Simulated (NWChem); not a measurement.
Molecule: CH4Te; SMILES C[TeH]

All runs: NWChem. All runs use the structure optimised with PBE-D3(BJ)/def2-SVP. def2 effective core potentials on Te; no spin-orbit coupling. Ions are spin-unrestricted doublets at the neutral geometry; other ion states weren't tried. Functional: LC-ωPBE (HJS hole) with def2-SVP; rows give the range parameter ω in 1/bohr.

```csv
range parameter (1/bohr),"vertical ionisation energy, ΔSCF (eV)",−ε(HOMO) (eV),ΔSCF minus −ε(HOMO) (eV)
0.10,8.26,6.35,1.91
0.25,?,?,?
0.30,8.35,8.15,0.20
0.35,8.38,8.40,-0.02
0.80,8.47,9.20,-0.73
```

Problem. What belongs in the gaps?

Solution. 
- 0.25, vertical ionisation energy, ΔSCF (eV): 8.33
- 0.25, −ε(HOMO) (eV): 7.84
- 0.25, ΔSCF minus −ε(HOMO) (eV): 0.49
